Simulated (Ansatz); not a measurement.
Cost and result for the atomization energy of C2H8O3Si2 (`C=C[SiH](O)[SiH](O)O`) (15 atoms, 14 bonds).

Z-matrix (Å, degrees):
```
Si
C 1 1.862
Si 1 2.347 2 112.4
O 1 1.662 2 111.9 3 -116.0
H 1 1.495 2 108.5 3 124.3
C 2 1.331 1 123.5 3 -19.2
H 2 1.091 1 118.6 3 162.1
O 3 1.651 1 112.3 2 171.5
O 3 1.644 1 106.8 2 53.6
H 3 1.496 1 111.5 2 -67.9
H 4 0.958 1 117.6 2 -81.6
H 6 1.087 2 121.9 1 0.9
H 6 1.087 2 122.1 1 -178.2
H 8 0.958 3 116.9 1 88.7
H 9 0.959 3 117.3 1 174.0
```

Total charge 0; spin multiplicity 1. Geometry: relaxed with PBE0-D4/def2-TZVP. It is one conformer, not always the lowest. Program: Ansatz. All runs use 2 threads of an AMD EPYC 7R13 on a shared host and a share of an NVIDIA H100 80 GB. Times are those of one run each, without the atoms' runs, and a repeat can differ threefold. Electronic energies, without spin–orbit coupling; frozen cores. CCSD(T)/CBS adds CCSD(T) − MP2 in def2-TZVPP to the MP2 limit, and its time is that of the two runs behind it. T1 = 0.012. B3LYP takes the VWN-RPA correlation (the form of Gaussian; ORCA's B3LYP/G).

CCSD(T)/CBS is a level of theory with its own doubt, some kJ/mol a heavy atom from the limit and from the frozen cores, so smaller differences don't rank the functionals.

| level | functions | wall time |
| --- | --- | --- |
| PBE-D4/def2-TZVPP (with forces) | 351 | 5.5 s |
| B3LYP-D4/def2-TZVPP (with forces) | 351 | 6.5 s |
| PBE0-D4/def2-TZVPP | 351 | 8 s |
| r2SCAN-D4/def2-TZVPP (with forces) | 351 | 8.5 s |
| B2PLYP/def2-TZVPP | 351 | 9 s |
| ωB97X-V/def2-TZVPP | 351 | 9 s |
| MP2/def2-QZVPP | 665 | 11 s |
| ωB97M-V/def2-TZVPP (with forces) | 351 | 12 s |
| CCSD(T)/def2-TZVPP | 351 | 16 s |
| CCSD(T)/CBS(def2) | – | 27 s |

What atomization energy does each give, and how far from CCSD(T)/CBS? (Best estimate.)

Computed: 
```tsv
level	atomization (kcal/mol)	difference from CCSD(T)/CBS	per bond
PBE-D4/def2-TZVPP (with forces)	1418.0	13.4	1.0
B3LYP-D4/def2-TZVPP (with forces)	1394.9	-9.7	-0.7
PBE0-D4/def2-TZVPP	1390.4	-14.2	-1.0
r2SCAN-D4/def2-TZVPP (with forces)	1400.4	-4.2	-0.3
B2PLYP/def2-TZVPP	1382.2	-22.4	-1.6
ωB97X-V/def2-TZVPP	1401.8	-2.8	-0.2
MP2/def2-QZVPP	1416.8	12.2	0.9
ωB97M-V/def2-TZVPP (with forces)	1401.8	-2.8	-0.2
CCSD(T)/def2-TZVPP	1363.1	-41.5	-3.0
CCSD(T)/CBS(def2)	1404.6	0.0	0.0
```

The D4 term adds +14.2 kcal/mol with B3LYP and +7.6 kcal/mol with PBE0; it sums over pairs of atoms, weighted by their polarisabilities, and B3LYP, whose exchange is more repulsive, gets the larger term. In def2-TZVPP, CCSD(T) changes the Hartree–Fock value by +353.9 kcal/mol (the triples alone add +21.3 kcal/mol) and MP2 by +382.8 kcal/mol; breaking electron pairs costs correlation energy, which Hartree–Fock lacks. From PBE to PBE0 (25 % exact exchange), in def2-TZVPP and without D4, the atomization energy moves by −26.4 kcal/mol: exact exchange takes away binding that semilocal exchange gives to molecules.
